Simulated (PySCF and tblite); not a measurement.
Results of a calculation; reference values are marked as such.
C₄H₅NOS, numbered as in [CH3:1][c:2]1[n:3][cH:4][c:5]([OH:6])[s:7]1.

The ensemble was built from 60 distance-geometry starts (ETKDG, MMFF94s, GFN2-xTB) and rests on GFN2-xTB geometries. Free energies are B3LYP-D3(BJ)/def2-SVP (IEF-PCM, acetone) single points with GFN2-xTB rigid-rotor and vibrational terms (modes under about 100 cm⁻¹ blended into free rotors). Symmetry numbers and mirror images are counted. Conformers within 2.5 kcal/mol (GFN2-xTB free energy) were kept, 6 at most. GIAO shieldings: WP04/pcSseg-1 (IEF-PCM, acetone). Shifts are against TMS (¹H), TMS (¹³C) at the same level. Run with PySCF (density fitting) and tblite.

(1) What shifts does this protocol give at 298.15 K under fast conformational exchange?

(2) How do the conformers differ?

Other tautomers (keto or thione forms) aren't considered and may dominate. H on N, O and S are left out: they exchange, and hydrogen bonds move them by several ppm. Shifts are unscaled: against experiment ¹³C can be off by 15 ppm or more and ¹H by 0.8 ppm.

## Answers

(1) ¹H: 6.65 (H4, 1H), 2.70 (H1, 3H) ppm. ¹³C: 175.5 (C5), 166.2 (C2), 122.7 (C4), 24.8 (C1) ppm.

(2) Torsions listed: S7–C5–O6–H6.
| conformer | shape | weight % |
| --- | --- | --- |
| 1 | 180° | 67.8 |
| 2 | 0° | 32.2 |

| signal | 1 | 2 | average |
| --- | --- | --- | --- |
| H1 | 2.71 | 2.69 | 2.70 |
| H4 | 6.66 | 6.64 | 6.65 |
| C1 | 24.8 | 24.7 | 24.8 |
| C2 | 167.1 | 164.5 | 166.2 |
| C4 | 123.1 | 121.8 | 122.7 |
| C5 | 175.9 | 174.7 | 175.5 |
